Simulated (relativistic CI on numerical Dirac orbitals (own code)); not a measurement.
## One change at a time: Ru XXI

Base calculation: Dirac-Coulomb-Breit CI, separate exchange-only KLI orbitals for each configuration, QED by a radiative potential, unscaled Slater integrals.

CI space (outside the closed core [Ne]): 3s2 3p6 3d6, 3s2 3p5 3d7, 3s2 3p4 3d8, 3s 3p6 3d7, 3p6 3d8, 3s 3p5 3d8, 3s2 3p6 3d5 4s, 3s2 3p6 3d5 4p, 3s2 3p6 3d5 4d, 3s2 3p6 3d5 4f, 3s2 3p4 3d7 4s, 3s2 3p5 3d6 4s, 3s2 3p6 3d4 4s2, 3s2 3p6 3d5 5s, 3s2 3p6 3d5 5p, 3s 3p6 3d6 4s. Levels of other configurations are missing.

Variants: (1) valence Slater integrals scaled by 0.9; (2) configuration mixing switched off. Shifts of the energy above 3s2 3p6 3d6 5D_4, in cm⁻¹, for the lowest level and the first level of each name with at least 55 % of one term (blank where a level changes its place among those of its configuration and J or its character, or is not in the variant):

```tsv
Level	Base	Δ(1)	Δ(2)
3s2 3p6 3d6 5D_4	0.0	0.0	0.0
3s2 3p6 3d6 5D_3	21633.5	+517.8	-407.6
3s2 3p6 3d6 5D_2	23287.6	-1097.1	+1680.2
3s2 3p6 3d6 5D_1	33614.0	-30.1	+689.6
3s2 3p6 3d6 5D_0	35383.0	-425.3	+1151.4
3s2 3p6 3d6 3P_2	80898.0	-4151.9	+7477.6
3s2 3p6 3d6 3H_6	86838.5	-7325.6	-3641.0
3s2 3p6 3d6 3H_5	87512.8	-7428.5	-2115.1
3s2 3p6 3d6 3F_3	98750.8	-7092.7	+3242.8
3s2 3p6 3d6 3F_2	101874.0	-7443.9	+5207.4
3s2 3p6 3d6 3H_4	111627.9	-6460.1	
3s2 3p6 3d6 3G_5	125633.4	-7578.2	-1601.0
3s2 3p6 3d6 3G_4	128147.5	-8756.1	+1237.1
3s2 3p6 3d6 3D_2	132904.0	-9762.9	+6187.8
3s2 3p6 3d6 3G_3	137719.4	-8206.6	+1465.8
3s2 3p6 3d6 3D_3	141761.1	-9735.2	+4084.2
3s2 3p6 3d6 3D_1	146374.0		
3s2 3p6 3d6 1I_6	147337.0	-10366.5	-5007.0
3s2 3p6 3d6 1G_4	166050.0	-9235.2	+1793.0
3s2 3p6 3d6 3P_0	170048.9	-14263.9	+9966.2
3s2 3p6 3d6 1D_2	174977.7	-11166.6	+9907.0
3s2 3p6 3d6 1F_3	176513.0	-15139.8	+6838.1
```

At this charge energies of transitions that change n are usually good to better than 1 %, and those within a shell (Δn = 0) to a few per cent. Terms inside the open d or f shell come out 10 to 20 % too wide with unscaled integrals.

Ionisation energy from the two ground configurations alone: base 904.825 eV; valence Slater integrals scaled by 0.9 905.781 eV. The NIST ASD value (theoretical) is 905 eV.

LS names give the leading component of a level, which can be under half, so a name can repeat, a term be missing and a line seem to break the LS rules.
